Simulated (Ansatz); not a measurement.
Ansatz results at the PBE0-D4/def2-TZVP geometry: LUMO energy (ωB97M-V/def2-TZVPP) 1.05 eV; size of the dipole moment (ωB97M-V/def2-TZVPP) 2.57 D; HOMO–LUMO gap (PBE0/def2-TZVPP) 6.44 eV.

Task: Which molecule gave them?
A. `[CH3][Al]([OH])[SiH3]`
B. `C=C[SiH](F)Br`
C. `OC(O)[SiH3]`
D. `FC1(Br)C[SiH2]1`

Result: D. The others give `OC(O)[SiH3]`: 2.04, 0.47, 8.33; `C=C[SiH](F)Br`: 0.96, 2.40, 7.26; `[CH3][Al]([OH])[SiH3]`: 0.59, 0.13, 6.24.
